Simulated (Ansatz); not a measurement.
Cost and result up the ladder for (ClInSe)3 ring (In3Se3Cl3) (9 atoms). Total charge 0; singlet. Geometry: PBE-D4/def2-SVP.

```tsv
atom	x (Å)	y (Å)	z (Å)
In1	1.664	1.524	0.270
Cl2	3.397	3.112	0.552
Se3	2.519	-0.558	-0.887
In4	0.432	-1.983	-1.022
Cl5	0.880	-4.053	-2.082
Se6	-1.998	-1.828	-0.329
In7	-2.097	0.463	0.743
Cl8	-4.278	0.940	1.531
Se9	-0.519	2.382	1.224
```

Ansatz; hardware A = 2 threads of AMD EPYC 7R13 on a shared host and a share (18 GiB) of an NVIDIA H100 80GB HBM3; B = 2 threads of AMD EPYC 7R13 on a shared host. Times are rough, and most runs start from the orbitals of an earlier one. r2SCAN0-D4/def2-TZVP serves as the yardstick here, not as an exact answer. Differences are given only for rows in sets of like size (and for xTB, whose basis is part of the method), since another set adds its own error. Binding counts from free atoms at the same level (In doublet, Cl doublet, Se triplet; other spins of the atoms weren't run), without zero-point energy or a counterpoise term.

In the def2 sets In takes a core potential, while STO-3G treats all electrons; there is no spin–orbit coupling. B3LYP takes the VWN-RPA correlation. Correlated methods freeze 54 core orbitals; core or outer-core shells of In, Se are correlated, in sets that lack core-valence functions. The rows differ in basis, and correlated rows in double-zeta sets carry the largest basis error. Single mean-field runs in def2-TZVP are fitted with def2-universal-jkfit.

Correlated methods converge slowly with the basis, most of all in double-zeta sets.

| level | functions | wall time | binding energy per atom (eV) | difference from r2SCAN0-D4/def2-TZVP (eV) |
| --- | --- | --- | --- | --- |
| revPBE-D4/def2-TZVP [A] | 405 | 1.8 s | 2.66 | -0.06 |
| B3LYP-D4/def2-TZVP [A] | 405 | 1.9 s | 2.63 | -0.09 |
| PBE0-D4/def2-TZVP [A] | 405 | 1.9 s | 2.75 | 0.03 |
| PBE-D4/def2-TZVP (with forces) [A] | 405 | 2.1 s | 2.80 | 0.08 |
| r2SCAN-D4/def2-TZVP (with forces) [A] | 405 | 2.6 s | 2.79 | 0.07 |
| r2SCAN0-D4/def2-TZVP [A] | 405 | 2.7 s | 2.72 | 0.00 |
| MP2/def2-TZVP [A] | 405 | 3.2 s | 2.78 | 0.06 |
| RPA@PBE/def2-TZVP [A] | 405 | 4.7 s | 2.40 | -0.32 |
| PBE-D4/def2-SVP [B] | 228 | 6 s | 2.79 | – |
| CCSD(T)/def2-SVP [A] | 228 | 6.5 s | 2.48 | – |
| HF/STO-3G [B] | 162 | 9.5 s | 3.61 | – |
| PBE0-D4/def2-SVP [B] | 228 | 16 s | 2.73 | – |
